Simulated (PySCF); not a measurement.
A species of formula C10H10O has this rotational fingerprint, computed with PBE0/pcSseg-1 in PySCF (dipole) on a GFN2-xTB geometry, gas phase:

| Item | Value |
| --- | --- |
| Rotational constants | A = 3324, B = 581.3, C = 508.2 MHz |
| Dipole components | \|μa\| = 3.49 D, \|μb\| = 1.23 D, \|μc\| = 0.40 D |
| Inertial defect | -26.98 u·Å² |
| κ | -0.95 |

Problem. Which candidate fits, each taken in the one conformer that was computed?
A. `[CH2:1]=[C:2]([CH3:3])[c:4]1[cH:5][cH:6][c:7]([CH:8]=[O:9])[cH:10][cH:11]1` with C1–C2–C4–C5 -145°, C6–C7–C8–O9 1°
B. `[CH:1]1=[CH:2][CH2:3][CH2:4][C:5]([c:6]2[cH:7][cH:8][cH:9][o:10]2)=[CH:11]1` with C4–C5–C6–C7 0°, C1–C2–C3–C4 32°, C2–C3–C4–C5 -45°, C3–C4–C5–C6 -151°, C2–C1–C11–C5 -14°
C. `C[C@H]1CC(=O)c2ccccc21` (3-methyl-1-indanone)
D. `[O:1]=[C:2]1[CH2:3][CH2:4][CH2:5][c:6]2[cH:7][cH:8][cH:9][cH:10][c:11]21` with O1–C2–C3–C4 -151°, C2–C3–C4–C5 -59°, C3–C4–C5–C6 57°, C4–C5–C6–C7 152° (alpha-tetralone)

Solution. A. It is C=C(C)c1ccc(C=O)cc1, a near-prolate asymmetric top, point group C1. The candidates at the same level (rigid rotor, commonest isotopes):

| SMILES | A (MHz) | B (MHz) | C (MHz) | μa (D) | μb (D) | μc (D) | Δ (u·Å²) | point group | rotor |
| --- | --- | --- | --- | --- | --- | --- | --- | --- | --- |
| O=C1CCCc2ccccc21 | 1902 | 1090 | 711.4 | 1.06 | 3.29 | 0.15 | -19.16 | C1 | asymmetric top |
| C1=CCCC(c2ccco2)=C1 | 3286 | 683.3 | 575.7 | 0.25 | 0.92 | 0.01 | -15.58 | C1 | near-prolate asymmetric top |
| C=C(C)c1ccc(C=O)cc1 | 3324 | 581.3 | 508.2 | 3.49 | 1.23 | 0.40 | -26.98 | C1 | near-prolate asymmetric top |
| C[C@H]1CC(=O)c2ccccc21 | 1637 | 1167 | 720.5 | 1.44 | 3.32 | 0.42 | -40.29 | C1 | asymmetric top |

`C1=CCCC(c2ccco2)=C1` has B 18 % too high; `O=C1CCCc2ccccc21` has B 87 % too high; `C[C@H]1CC(=O)c2ccccc21` has B 101 % too high. No structure here is proved a minimum.
